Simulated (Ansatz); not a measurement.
`[F][Ge]([F])([F])[GeH3]` + H₂ → `[F][GeH]([F])[GeH3]` + H–F at 400 K and 1 bar (hydrogenolysis of a Ge–F bond).

Computed with Ansatz on PBE0-D4/def2-TZVP structures; ΔE is electronic, products minus reactants. CCSD(T)/CBS adds triple-zeta CCSD(T) − MP2 to the extrapolated MP2 energy (def2 sets, frozen cores). This one scheme is used for every species. For Ge outer-core shells are correlated without core-valence functions, which leaves a few kJ/mol of doubt a bond. Scalar relativity is left out up to krypton.

| species | CCSD(T)/CBS energy (Eh) | H − E (kJ/mol) | S (J/(mol·K)) |
| --- | --- | --- | --- |
| `[F][Ge]([F])([F])[GeH3]` | -4453.52870 | 117.1 | 410.6 |
| H₂ | -1.17544 | 38.0 | 139.0 |
| `[F][GeH]([F])[GeH3]` | -4354.28742 | 127.3 | 394.8 |
| H–F | -100.39570 | 36.5 | 182.2 |

H − E and S are ideal-gas, rigid-rotor, harmonic terms from PBE0-D4/def2-TZVP. The MP2-based limit puts H₂ 0.8 mEh under its directly extrapolated value; such offsets cancel only in part. 1 Eh = 2625.50 kJ/mol, R = 8.31446 J/(mol·K).

Task: By hand: ΔE, ΔH, ΔS and ΔG.

Result: ΔE = (-4354.28742) + (-100.39570) − (-4453.52870) − (-1.17544) = 0.02102 Eh = 55.2 kJ/mol. Δ(H − E) = 127.3 + 36.5 − 117.1 − 38.0 = 8.7, so ΔH = 63.9 kJ/mol. ΔS = 394.8 + 182.2 − 410.6 − 139.0 = 27.4 J/(mol·K). ΔG = 63.9 − 400 × (27.4)/1000 = 52.9 kJ/mol.

Task: By hand: the equilibrium constant, and the temperature at which ΔG would vanish if ΔH and ΔS stayed fixed.

Result: log₁₀ K = −ΔG/(RT ln 10) = -6.9. ΔG = 0 at ΔH/ΔS = 2332 K.

ΔH outweighs TΔS. A doubt of 5 kJ/mol in ΔE shifts log₁₀ K by 0.7 here. Modes under 60 cm⁻¹, often nearly free rotors, make the harmonic entropy too high. These are equilibria of isolated gas molecules and say nothing of rates. Largest T1 diagnostic: 0.013 (customary marks: 0.02 for closed shells, 0.045 for open ones).
